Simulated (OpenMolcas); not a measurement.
# 3d ions of charge +5 along the row

```
Program             : OpenMolcas
Method              : CASSCF
Basis               : ANO-RCC-VTZP
Scalar Hamiltonian  : DKH2, point nucleus
Spin-orbit coupling : RASSI with atomic mean-field integrals over the reference wave functions, term energies averaged over their components
```

Active space: the 3d shell.

B and C come from two terms' centres of gravity (d2, d8: 3P = 15B, 1G = 12B + 2C; d3, d7: 4P = 15B, 2G = 4B + 3C; d4, d6: 3G = 9B + 4C, 3H = 4B + 4C; d5: 4D = 17B + 5C, 4G = 10B + 5C, above the ground term), where all their levels are at least 80 % pure. ζ = ±2S·A comes from the whole width of the ground multiplet by E(J) = (A/2) J(J+1), where its levels are at least 85 % pure. Energies in cm-1.

```tsv
Ion	Configuration	Lowest level	Weight (%)	B	B measured	C	C measured	ζ	ζ measured
Mn5+	3d²	³F₂	100	1432	1159	5326	5322	487	477
Fe5+	3d³	⁴F_3/2	100	1500	1205	5685	5007	618	572
Co5+	3d⁴	⁵D₀	100	1627	1131	5897	5809	791	713
Ni5+	3d⁵	⁶S_5/2	100	1646		6093			
Cu5+	3d⁶	⁵D₄	100	1789	1457	6209	5971	1063	1093
```

Measured columns use the levels in Corliss and Sugar, J. Phys. Chem. Ref. Data 6, 1253 (1977) (Mn5+); Corliss and Sugar, J. Phys. Chem. Ref. Data 11, 135 (1982) (Fe5+); Sugar and Corliss, J. Phys. Chem. Ref. Data 10, 1097 (1981) (Co5+); Sugar and Musgrove, J. Phys. Chem. Ref. Data 19, 527 (1990) (Cu5+).

The computed B goes from 1432 (Mn5+) to 1789 cm-1 (Cu5+), a factor of 1.25, rising at every step. It departs from the measured column by +23 to +44 %. The Trees term is left out, which lowers the B read from the levels of every ion, most for d4 to d6. The pair of terms that fixes B changes along the row, so steps between ions also reflect that choice.

The computed ζ goes from 487 (Mn5+) to 1063 cm-1 (Cu5+), a factor of 2.18, rising at every step. It departs from the measured column by -3 to +11 %.

Without dynamic correlation excited terms often stand tens of per cent too high (terms of higher spin than the ground term too low), and those without a measured partner can miss by more than the paired ones. Some levels mix across a computed gap that differs much from the measured one, so their mixing is not that of the real levels (holds for Ni5+; Cu5+). Computed and measured levels are paired by configuration, term and J; levels that our copy of the source lacks, or whose pairing is in doubt (as where it misses far off the trend of its configuration), stay unpaired and out of the deviations. Only configurations of the active space appear.
